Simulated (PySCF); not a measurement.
**A thermochemical cycle for NaI**

PBE0 in PySCF with def2-SVP on every atom (core potentials on I), for the lowest determinant that a PBE0 search found; no spin–orbit coupling. NaI, a singlet (closed shell), has De = 3.22 eV to neutral atoms, and NaI⁺, a doublet (π ↑), has De = 0.44 eV to Na⁺ + I.

At the same level the Na atom ionises at 5.23 eV.

**Question.** What is the adiabatic ionisation energy of the molecule, and does ionisation strengthen or weaken the bond?

**Answer.** IE = IE(Na) + De(neutral) − De(ion) = 5.23 + 3.22 − 0.44 = 8.01 eV. De changes by -2.78 eV, so ionisation weakens the bond.

Weak bonds: NaI⁺. Basis-set superposition, not corrected here, can be much of De in a small basis, most of all at correlated wavefunction levels. Spin–orbit coupling is left out, which matters for elements this heavy, above all for dissociation energies. For an ion De counts to the pair picked by the measured ionisation energies or electron affinities, which need not be the lowest pair at this level. States were picked by a PBE0 search and need not be the measured ground states.
